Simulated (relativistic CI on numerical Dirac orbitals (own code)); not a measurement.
## Ligand-field terms of d6

Computed with a parametric ligand-field model of a d^n configuration (Racah B and C, spin-orbit zeta, crystal field), exact diagonalisation.

Field parameters in Wybourne normalisation: Oh B⁴₀ = 21Dq, B⁴₄ = √(5/14) B⁴₀. The field is a parameter set, without covalency.

B = 700 cm⁻¹, C = 2570 cm⁻¹ (C/B = 3.67), Oh, no spin-orbit coupling. Tanabe-Sugano data, E/B above the lowest term (Δ = |10Dq|; b, c mark the second and third term of a kind):

| Δ/B | 5T2 | 5E | 3T1 | 3T2 | 3T1(b) | 1A1 | 1T1 | 1T2 |
| --- | --- | --- | --- | --- | --- | --- | --- | --- |
| 1.0 | 0.00 | 1.00 | 18.41 | 18.74 | 19.35 | 27.06 | 27.54 | 28.01 |
| 5.0 | 0.00 | 5.00 | 15.54 | 17.82 | 19.62 | 20.33 | 24.12 | 27.64 |
| 9.0 | 0.00 | 9.00 | 11.99 | 15.74 | 19.64 | 12.95 | 20.40 | 26.88 |
| 13.0 | 0.00 | 13.00 | 8.30 | 13.00 | 19.66 | 5.38 | 16.59 | 25.46 |
| 17.0 | 2.30 | 19.30 | 6.83 | 12.17 | 21.97 | 0.00 | 15.03 | 25.56 |
| 21.0 | 10.05 | 31.05 | 10.76 | 16.56 | 29.73 | 0.00 | 18.89 | 30.50 |
| 25.0 | 17.84 | 42.84 | 14.70 | 20.83 | 37.54 | 0.00 | 22.77 | 35.12 |
| 29.0 | 25.67 | 54.67 | 18.65 | 25.04 | 45.37 | 0.00 | 26.67 | 39.55 |
| 33.0 | 33.53 | 66.53 | 22.61 | 29.20 | 53.23 | 0.00 | 30.58 | 43.86 |
| 37.0 | 41.40 | 78.40 | 26.57 | 33.32 | 61.11 | 0.00 | 34.50 | 48.09 |
| 41.0 | 49.29 | 90.29 | 30.54 | 37.42 | 69.00 | 0.00 | 38.44 | 52.27 |
| 45.0 | 57.19 | 102.19 | 34.51 | 41.50 | 76.91 | 0.00 | 42.38 | 56.41 |

The ground term changes from 5T2 to 1A1 between Δ/B = 13.0 and 17.0.
